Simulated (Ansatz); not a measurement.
`C[CH2][Zn][NH2]` + H₂ → `[NH2][ZnH]` + `CC`  (hydrogenolysis of a Zn–C bond)

Isolated molecules relaxed with PBE0-D4/def2-TZVP in Ansatz; ΔE leaves out vibrations. CCSD(T)/CBS adds triple-zeta CCSD(T) − MP2 to the extrapolated MP2 energy (def2 sets, frozen cores). This one scheme is used for every species. Functionals use def2-TZVPP. B3LYP here is the variant with VWN-RPA as its local correlation; programs differ in this. HSE06 is defined as in plane-wave codes. For Zn outer-core shells are correlated without core-valence functions, which leaves a few kJ/mol of doubt a bond. Scalar relativity is left out up to krypton. One conformer a species, not always the lowest.

Task: Is it downhill or uphill in electronic energy at CCSD(T)/CBS, and by how much? (An estimate is asked.)

Result: The calculation gave: Downhill: ΔE = -47.9 kJ/mol.

Task: What do these levels give: revPBE-D4, B97M-V, B3LYP-D4, HSE06-D4, CAM-B3LYP-D4, revPBE, BLYP, r2SCAN, r2SCAN0, HSE06, HF/def2-SVP, CCSD(T)/def2-TZVPP? (Best estimate.)

Result: Computed: revPBE-D4 -45.6, B97M-V -67.2, B3LYP-D4 -55.1, HSE06-D4 -54.3, CAM-B3LYP-D4 -59.8, revPBE -53.4, BLYP -56.7, r2SCAN -52.8, r2SCAN0 -58.1, HSE06 -57.8, HF/def2-SVP -86.1, CCSD(T)/def2-TZVPP -52.0 kJ/mol.

Largest T1 diagnostic among the species: 0.016.

In def2-TZVPP, CCSD(T) changes the Hartree–Fock value by +33.9 kJ/mol (the triples alone add +6.0 kJ/mol) and MP2 by +42.8 kJ/mol. From r2SCAN to r2SCAN0 (25 % exact exchange), in def2-TZVPP and without D4, ΔE moves by −5.3 kJ/mol.
